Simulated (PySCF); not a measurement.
## Radial density of Li- (lithium, charge -1)

UHF, [He] 2s2, closed-shell 1S. All numbers are calculated (PySCF 2.14, scalar relativity by spin-free X2C-1e, in dyall-acv3z).

```tsv
r (bohr)	4πr²ρ (e/bohr)
0.00731	0.008982
0.0123	0.02458
0.0207	0.06597
0.0348	0.1713
0.0585	0.4204
0.0985	0.9394
0.166	1.798
0.279	2.675
0.469	2.657
0.788	1.387
1.33	0.3018
2.23	0.2276
3.75	0.3391
6.31	0.2131
10.6	0.05409
17.9	0.004912
30.0	1.089e-05
```

Densities and radii are taken from the X2C orbitals without a picture-change correction, which distorts them close to the nucleus.
